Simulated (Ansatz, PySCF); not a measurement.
Al(Et)3 (C₆H₁₅Al), SMILES C[CH2][Al]([CH2]C)[CH2]C. Atoms are numbered in the order given.

```xyz
22

Al     0.2646    -0.0362     0.2071
C      1.5653     0.8919    -0.9513
C      1.1775     1.2451    -2.3865
H      2.4886     0.2805    -0.9427
H      1.8606     1.8093    -0.4032
H      0.2961     1.9046    -2.4235
H      0.9212     0.3492    -2.9752
H      1.9881     1.7613    -2.9283
C     -1.6344    -0.3365    -0.2354
C     -2.2265     0.2700    -1.5061
H     -2.2136    -0.0117     0.6514
H     -1.7726    -1.4366    -0.2384
H     -1.7045    -0.0802    -2.4107
H     -2.1514     1.3695    -1.5092
H     -3.2939     0.0228    -1.6352
C      0.9242    -0.7219     1.9367
C     -0.1140    -1.3030     2.8965
H      1.4943     0.0886     2.4305
H      1.6976    -1.4820     1.7084
H     -0.6700    -2.1393     2.4418
H     -0.8668    -0.5528     3.1895
H      0.3340    -1.6859     3.8290
```

The structure is a stationary point at PBE0-D3(BJ)/def2-SVP. The isomer is the one that the SMILES or the coordinates give; other isomers of the formula were not compared. Other conformers were not sampled.

Vertical ionisation energy (IE) and electron affinity (EA) in eV. Rows of orbital energies are one-electron estimates. Where ΔSCF, EOM or ADC give a negative EA the extra electron is unbound and the value depends on the basis.

```json
[
 {"level": "−ε(HOMO), −ε(LUMO), r2SCAN/def2-SVP (PySCF)", "IE": "5.88", "EA": "0.85"},
 {"level": "ΔSCF, CAM-B3LYP/def2-SVPD (Ansatz), final states of multiplicity 2 and 2", "IE": "8.95", "EA": "-0.85"}
]
```

What vertical singlet–triplet gap does ΔSCF give with CAM-B3LYP/def2-SVPD (Ansatz, a first-principles code)? (An estimate is asked for; the answer gives what the named calculation found.)

5.09 eV (triplet above singlet where positive).
